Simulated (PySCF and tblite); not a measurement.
Results of a calculation; reference values are marked as such.
5 constitutional isomers of C₅H₃F₂N:

| isomer | SMILES |
| --- | --- |
| A | [CH2:1]=[C:2]([F:3])/[C:4]([F:5])=[CH:6]\[C:7]#[N:8] |
| B | [N:1]#[C:2][C@:3]1([F:4])[CH2:5]/[C:6]1=[CH:7]/[F:8] |
| C | [F:1][c:2]1[cH:3][cH:4][n:5][cH:6][c:7]1[F:8] |
| D | [F:1][c:2]1[cH:3][cH:4][cH:5][c:6]([F:7])[n:8]1 |
| E | [CH:1]#[C:2][C@H:3]([F:4])[C@H:5]([F:6])[C:7]#[N:8] |

Protocol: conformer search, at most 5 conformers an isomer, GFN2-xTB geometries, energies B3LYP/def2-SVP (IEF-PCM, water) (D3(BJ) added where defined), GIAO shieldings B97-2/pcSseg-1 (IEF-PCM, water), weights at 298.15 K with GFN2-xTB thermal terms. Programs: PySCF with density fitting and tblite.

Q: What shifts does each isomer give (ppm; of two unlike H on one atom, a is the less shielded)?

A: 
A: ¹H (against TMS): 6.09 (H1a, 1H), 6.05 (H1b, 1H), 5.79 (H6, 1H). ¹³C (against TMS): 176.3 (C4), 162.6 (C2), 120.8 (C7), 112.2 (C1), 83.9 (C6).

B: ¹H (against TMS): 7.59 (H7, 1H), 2.70 (H5a, 1H), 2.52 (H5b, 1H). ¹³C (against TMS): 154.7 (C7), 122.1 (C2), 106.8 (C6), 64.0 (C3), 24.7 (C5).

C: ¹H (against TMS): 8.97 (H6, 1H), 8.77 (H4, 1H), 7.67 (H3, 1H). ¹³C (against TMS): 164.9 (C2), 156.0 (C7), 151.8 (C4), 145.3 (C6), 119.2 (C3).

D: ¹H (against TMS): 8.55 (H4, 1H), 7.25 (H3/H5, 2H). ¹³C (against TMS): 169.2 (C2/C6), 151.8 (C4), 111.5 (C3/C5).

E: ¹H (against TMS): 6.07 (H3, 1H), 5.89 (H5, 1H), 2.89 (H1, 1H). ¹³C (against TMS): 120.0 (C7), 89.9 (C1), 86.7 (C3), 85.0 (C5), 77.3 (C2).

Shifts are unscaled: against experiment ¹³C can be off by 15 ppm or more and ¹H by 0.8 ppm.
